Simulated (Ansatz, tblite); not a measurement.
Spin states of the cluster Ge2Se (the lowest singlet isomer of a short search), each relaxed with r2SCAN-D4/def2-TZVP in Ansatz. Electronic energies in the gas phase.

The xTB rows come from tblite. B3LYP takes the VWN-RPA correlation. Correlated methods freeze 27 core orbitals; core or outer-core shells of Ge, Se are correlated, in sets that lack core-valence functions. The structure comes from a short search, and lower isomers may exist.

Singlet geometry (C2v within 0.1 Å):

```xyz
3

Ge   -1.1555   -0.7089   -0.4707
Ge    0.2941    1.3755   -0.2843
Se    0.8615   -0.6666    0.7550
```

Triplet geometry:

Cartesian coordinates in Å:
```
Ge -0.8357 0.6651 0.9149
Ge -0.2144 -1.3547 -0.3110
Se 1.0502 0.6896 -0.6039
```

Quintet geometry:

```xyz
3

Ge   -0.4811    1.3746    0.0955
Ge   -0.5080   -0.9208   -1.0120
Se    0.9891   -0.4537    0.9164
```

⟨S²⟩: triplet 2.01 at PBE0-D4/def2-TZVP (pure 2.00), quintet 6.01 at PBE0-D4/def2-TZVP (pure 6.00).

Run but left out: HF/STO-3G (singlet: restricted singlet, unstable in another Hartree–Fock run and untested here); HF/def2-TZVP (singlet: restricted singlet, unstable towards broken spin symmetry).

Only these spin states were relaxed.

```csv
level,triplet − singlet (kJ/mol),quintet − singlet (kJ/mol),lowest of these,remarks
GFN1-xTB,79.8,377.0,singlet,–
GFN2-xTB,100.1,421.0,singlet,–
PBE-D4/def2-TZVP,72.6,349.6,singlet,–
revPBE-D4/def2-TZVP,70.3,340.6,singlet,–
r2SCAN-D4/def2-TZVP,62.5,335.1,singlet,–
B97M-V/def2-TZVP,76.7,345.0,singlet,–
B3LYP-D4/def2-TZVP,78.9,353.8,singlet,–
PBE0-D4/def2-TZVP,73.8,337.6,singlet,–
CAM-B3LYP-D4/def2-TZVP,82.6,345.6,singlet,–
PBE-QIDH/def2-TZVP,82.8,348.8,singlet,–
RPA@PBE/def2-TZVP,81.5,343.4,singlet,–
MP2/def2-TZVP,94.1,378.2,singlet,restricted SCF unstable (singlet)
```

Change of the quintet − singlet gap on mixing in exact exchange, in kJ/mol: PBE to PBE0 (25 % exact exchange) -12.0.

The xTB methods have no spin-polarisation term.
